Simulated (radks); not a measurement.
The numbers below are computed, except where a source is named.
Charge is removed step by step from the 2p level of Cl, starting from [Ne] 3s2 3p5. Code: a radial shooting solver on a logarithmic mesh with Libxc functionals. Model: non-relativistic Kohn-Sham, PBE, spin-unpolarised, spherical densities, point nucleus.

removed (e)	E - E(0) (eV)	eigenvalue (eV)	E minus straight line (eV)
0	0.000	-191.57	0.000
0.25	49.017	-200.61	-3.513
0.5	100.33	-209.94	-4.730
0.75	154.01	-219.54	-3.581
1	210.12	-229.40	0.000

Removing the whole electron costs 210.12 eV by Delta-SCF, against 191.57 eV from minus the eigenvalue at the starting occupation. Slater's transition state (half an electron removed) gives 209.94 eV. Integrating minus the eigenvalue over the occupation (Janak's theorem) gives 210.12 eV. The mean slope of the eigenvalue, de/dn, is 37.8 eV per electron.
